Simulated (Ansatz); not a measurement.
Relaxation of ClFH4O4Ta (11 atoms, charge 0, multiplicity 2), to a largest force component of 0.03 eV/Å in at most 50 steps.

Theory: UKS PBE/def2-SVP (Ansatz).

```xyz
11
Properties=species:S:1:pos:R:3:forces:R:3
Ta -0.737 -0.074 0.036 0.41 -0.03 0.01
F 2.368 -0.323 0.036 -5.06 0.45 -0.14
O 0.131 -0.158 1.737 0.03 0.00 0.00
H 1.106 -0.236 1.774 0.00 0.00 0.00
O -0.202 -0.078 -1.795 0.01 0.00 -0.01
H 0.712 -0.145 -2.126 0.01 0.00 -0.01
O -1.459 1.700 0.149 0.01 0.01 0.01
H -1.931 2.156 0.866 0.00 0.00 -0.01
O -1.684 -1.740 0.096 0.00 -0.01 -0.01
H -2.210 -2.159 0.797 0.00 0.00 0.00
Cl 4.015 -0.472 0.088 4.60 -0.42 0.15
```

**Question.** Where does it end, and by what steps?

**Answer.** The run converged. The force dipped under the threshold on the way, but the program's further checks kept it going. After 17 steps the energy has fallen by 3.350 eV; Cl11 moved furthest, 1.32 Å. Parted: F2–Cl11 (1.65 → 2.43 Å). Joined: Ta1–F2 (3.12 → 2.00 Å).

```tsv
step	energy less start (eV)	largest force component (eV/Å)	accepted
0	0.0000	5.062	yes
1	-0.4332	4.769	yes
2	-0.9924	5.044	yes
3	-2.0376	4.211	yes
4	-2.7335	1.657	yes
5	-2.9493	1.024	yes
6	-3.0118	0.730	yes
7	-3.0549	0.422	yes
8	-3.1134	0.214	yes
9	-3.1697	0.239	yes
10	-3.2291	0.241	yes
11	-3.2893	0.243	yes
12	-3.3381	0.240	yes
13	-3.3449	0.092	yes
14	-3.3480	0.085	yes
15	-3.3490	0.030	yes
16	-3.3497	0.039	yes
17	-3.3501	0.024	yes
```

```xyz
11
Properties=species:S:1:pos:R:3
Ta -0.360 -0.107 -0.102
F 1.595 -0.247 -0.521
O 0.336 -0.185 1.679
H 1.294 -0.262 1.923
O -0.382 -0.066 -2.025
H 0.302 -0.101 -2.715
O -1.317 1.529 0.152
H -1.420 1.950 1.025
O -1.539 -1.599 0.093
H -1.707 -2.030 0.951
Cl 3.309 -0.409 1.197
```

The run took 84 s on 4 threads of Arm Neoverse V1 (shared host), peak memory 0.37 GiB.
